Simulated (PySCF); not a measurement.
SMILES c1sc(cc1)[SiH2]C[SiH3], GFN2-xTB optimised geometry.

```
18

Si    -1.62    -1.34    -3.18
C     -2.40    -1.54    -1.46
Si    -1.18    -1.79    -0.03
C      0.01    -0.33     0.00
C      1.37    -0.33     0.00
C      1.94     0.96     0.00
C      1.01     1.94     0.00
S     -0.59     1.30     0.00
H     -0.75    -0.16    -3.21
H     -2.69    -1.18    -4.18
H     -0.84    -2.54    -3.51
H     -3.00    -0.65    -1.25
H     -3.10    -2.38    -1.47
H     -0.37    -3.00    -0.21
H     -1.89    -1.85     1.25
H      1.95    -1.24     0.00
H      3.00     1.14     0.00
H      1.15     3.00     0.00
```

Density from B3LYP/def2-SVP (PySCF) at that geometry.

Minimum of the electron density along straight lines between bonded atoms, close to the bond critical point (lines longer than 1.1 times the sum of covalent radii, or with two minima, are not listed):

| bond | length / Å | ρ at the minimum / e bohr⁻³ | ∇²ρ there / e bohr⁻⁵ | position (fraction from the first atom) |
|---|---|---|---|---|
| Si1–C2 | 1.901 | 0.109 | 0.31 | 0.38 |
| C2–Si3 | 1.899 | 0.110 | 0.31 | 0.62 |
| Si3–C4 | 1.874 | 0.112 | 0.37 | 0.38 |
| C4–C5 | 1.363 | 0.322 | -0.81 | 0.51 |
| C5–C6 | 1.411 | 0.299 | -0.74 | 0.50 |
| C6–C7 | 1.357 | 0.326 | -0.84 | 0.49 |
| C4–S8 | 1.735 | 0.209 | -0.41 | 0.46 |
| C7–S8 | 1.717 | 0.218 | -0.48 | 0.47 |
| Si1–H9 | 1.464 | 0.117 | 0.34 | 0.49 |
| Si1–H10 | 1.467 | 0.116 | 0.34 | 0.49 |
| Si1–H11 | 1.465 | 0.116 | 0.33 | 0.49 |
| C2–H12 | 1.091 | 0.267 | -0.92 | 0.62 |
| C2–H13 | 1.090 | 0.268 | -0.93 | 0.62 |
| Si3–H14 | 1.467 | 0.117 | 0.33 | 0.49 |
| Si3–H15 | 1.471 | 0.116 | 0.32 | 0.49 |
| C5–H16 | 1.076 | 0.285 | -1.10 | 0.63 |
| C6–H17 | 1.076 | 0.284 | -1.09 | 0.63 |
| C7–H18 | 1.072 | 0.286 | -1.12 | 0.64 |
